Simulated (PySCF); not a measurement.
Species: C8H12F2.
Numbering: `[CH2:1]=[C:2]([CH2:3][CH3:4])/[C:5]([CH3:6])=[CH:7]\[CH:8]([F:9])[F:10]` (hydrogens: H11, H12 on C1; H13, H14 on C3; H15, H16, H17 on C4; H18, H19, H20 on C6; H21 on C7; H22 on C8)

Structure optimised with GFN2-xTB, isolated species.

(1) What internal coordinates does the optimisation give?

Results:

(1) 
```json
{"bond": "C1=C2", "length (Å)": "1.328"}
{"bond": "C2–C3", "length (Å)": "1.510"}
{"bond": "C3–C4", "length (Å)": "1.530"}
{"bond": "C2–C5", "length (Å)": "1.476"}
{"bond": "C5–C6", "length (Å)": "1.498"}
{"bond": "C5=C7", "length (Å)": "1.333"}
{"bond": "C7–C8", "length (Å)": "1.491"}
{"bond": "C8–F9, C8–F10", "length (Å)": "1.363"}
{"bond": "C1–H11", "length (Å)": "1.077"}
{"bond": "C1–H12", "length (Å)": "1.076"}
{"bond": "C3–H13, C3–H14", "length (Å)": "1.092"}
{"bond": "C4–H15, C4–H16, C4–H17", "length (Å)": "1.087"}
{"bond": "C6–H18, C6–H19, C6–H20", "length (Å)": "1.088"}
{"bond": "C7–H21", "length (Å)": "1.080"}
{"bond": "C8–H22", "length (Å)": "1.100"}
```

Bonds in one row agree within 0.01 Å and their mean is given. A selection of angles:
```json
{"angle": "C2–C1–H11", "degrees": "121.5"}
{"angle": "C2–C1–H12", "degrees": "122.0"}
{"angle": "H11–C1–H12", "degrees": "116.5"}
{"angle": "C1–C2–C3", "degrees": "121.5"}
{"angle": "C1–C2–C5", "degrees": "121.1"}
{"angle": "C3–C2–C5", "degrees": "117.4"}
{"angle": "C2–C3–C4", "degrees": "112.1"}
{"angle": "C2–C3–H13", "degrees": "109.9"}
{"angle": "C4–C3–H13", "degrees": "109.7"}
{"angle": "H13–C3–H14", "degrees": "107.8"}
{"angle": "C3–C4–H15", "degrees": "110.1"}
{"angle": "C3–C4–H17", "degrees": "111.1"}
{"angle": "H15–C4–H16", "degrees": "108.6"}
{"angle": "H15–C4–H17", "degrees": "108.4"}
{"angle": "C2–C5–C6", "degrees": "116.6"}
{"angle": "C2–C5–C7", "degrees": "122.5"}
{"angle": "C6–C5–C7", "degrees": "120.9"}
{"angle": "C5–C6–H18", "degrees": "109.6"}
{"angle": "C5–C6–H19", "degrees": "110.7"}
{"angle": "H18–C6–H19", "degrees": "107.9"}
{"angle": "H18–C6–H20", "degrees": "108.9"}
{"angle": "C5–C7–C8", "degrees": "125.0"}
{"angle": "C5–C7–H21", "degrees": "121.1"}
{"angle": "C8–C7–H21", "degrees": "113.9"}
{"angle": "C7–C8–F9", "degrees": "110.5"}
{"angle": "C7–C8–H22", "degrees": "114.0"}
{"angle": "F9–C8–F10", "degrees": "105.2"}
{"angle": "F9–C8–H22", "degrees": "108.0"}
```

Dihedral angles: C1–C2–C3–C4 77° (synclinal); C1–C2–C5–C6 -125° (anticlinal); C2–C5–C7–C8 2° (synperiplanar); C5–C7–C8–F9 142° (anticlinal). The mirror-image conformer, all signs reversed, is as good.

The 7 C–C bonds span 1.328 Å (C1=C2, drawn double) to 1.530 Å (C3–C4, drawn single), a spread of 0.202 Å. Of the pairs four or more bonds apart, C2···H22 is among the closest relative to their van der Waals radii: 2.65 Å, 91 % of the sum of Bondi's values.

Point group: C1 (no symmetry element, even within 0.4 Å). Stationary, but not proved a minimum. One conformer, not necessarily the lowest.

These are computed values.
